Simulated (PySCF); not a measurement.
**Radial density of Sn (tin, neutral)**

BLYP, [Kr] 4d10 5s2 5p2, high-spin 3P determinant. Calculation: PySCF 2.14, in ANO-RCC-VTZP; scalar relativity by spin-free X2C-1e.

```json
{"r (bohr)": "0.0250", "4πr²ρ (e/bohr)": "62.61", "4πr²(ρα − ρβ)": "0.0053"}
{"r (bohr)": "0.0421", "4πr²ρ (e/bohr)": "55.50", "4πr²(ρα − ρβ)": "0.0157"}
{"r (bohr)": "0.0708", "4πr²ρ (e/bohr)": "76.04", "4πr²(ρα − ρβ)": "0.0197"}
{"r (bohr)": "0.119", "4πr²ρ (e/bohr)": "72.71", "4πr²(ρα − ρβ)": "-0.0041"}
{"r (bohr)": "0.200", "4πr²ρ (e/bohr)": "59.53", "4πr²(ρα − ρβ)": "0.0247"}
{"r (bohr)": "0.337", "4πr²ρ (e/bohr)": "56.55", "4πr²(ρα − ρβ)": "0.0131"}
{"r (bohr)": "0.566", "4πr²ρ (e/bohr)": "20.21", "4πr²(ρα − ρβ)": "0.0709"}
{"r (bohr)": "0.953", "4πr²ρ (e/bohr)": "20.56", "4πr²(ρα − ρβ)": "0.0049"}
{"r (bohr)": "1.60", "4πr²ρ (e/bohr)": "5.293", "4πr²(ρα − ρβ)": "0.3073"}
{"r (bohr)": "2.70", "4πr²ρ (e/bohr)": "1.668", "4πr²(ρα − ρβ)": "0.7400"}
{"r (bohr)": "4.53", "4πr²ρ (e/bohr)": "0.3360", "4πr²(ρα − ρβ)": "0.2552"}
{"r (bohr)": "7.63", "4πr²ρ (e/bohr)": "0.01683", "4πr²(ρα − ρβ)": "0.0165"}
{"r (bohr)": "12.8", "4πr²ρ (e/bohr)": "5.688e-05", "4πr²(ρα − ρβ)": "0.0000"}
```

Densities and radii are taken from the X2C orbitals without a picture-change correction, which distorts them close to the nucleus.

(1) Where is the radial spin density 4πr²(ρα − ρβ) most negative, and why is it negative at all?

## Answers

(1) Around r = 0.119 bohr, down to -0.0041 e/bohr: exchange with the open shell polarises the paired shells in an unrestricted calculation.
